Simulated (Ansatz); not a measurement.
`O[Si]1(Cl)CO1` and `O[Si]1(S)CO1` differ in one atom or group.

Ansatz, PBE0-D4/def2-TZVP geometries, multiplicity 1. Each molecule was computed in one conformer, which needn't be the lowest.

```
                                        property  `O[Si]1(Cl)CO1`
size of the dipole moment (B3LYP/def2-TZVPP) / D             2.10
           HOMO–LUMO gap (B3LYP/def2-TZVPP) / eV             7.26
             HOMO energy (B3LYP/def2-TZVPP) / eV            -7.63
              HOMO energy (PBE0/def2-TZVPP) / eV            -7.85
              LUMO energy (PBE0/def2-TZVPP) / eV            -0.04
               HOMO energy (PBE/def2-TZVPP) / eV            -6.46
```

Task: Give the same properties after the change, and the shifts. (Best estimate.)

Result: The calculation gave: 
```json
{"property": "size of the dipole moment (B3LYP/def2-TZVPP) / D", "`O[Si]1(S)CO1`": "1.57", "shift": "-0.53"}
{"property": "HOMO–LUMO gap (B3LYP/def2-TZVPP) / eV", "`O[Si]1(S)CO1`": "6.97", "shift": "-0.29"}
{"property": "HOMO energy (B3LYP/def2-TZVPP) / eV", "`O[Si]1(S)CO1`": "-7.18", "shift": "0.45"}
{"property": "HOMO energy (PBE0/def2-TZVPP) / eV", "`O[Si]1(S)CO1`": "-7.40", "shift": "0.45"}
{"property": "LUMO energy (PBE0/def2-TZVPP) / eV", "`O[Si]1(S)CO1`": "0.13", "shift": "0.17"}
{"property": "HOMO energy (PBE/def2-TZVPP) / eV", "`O[Si]1(S)CO1`": "-6.09", "shift": "0.37"}
```

With PBE0 the HOMO rises by 0.45 eV and the LUMO rises by 0.17 eV, so the gap narrows by about 0.28 eV. PBE moves the HOMO by 0.37 eV and ωB97M-V by 0.50 eV. Dipoles are sizes alone; their direction can turn.

B3LYP here is the variant with VWN-RPA as its local correlation; programs differ in this.
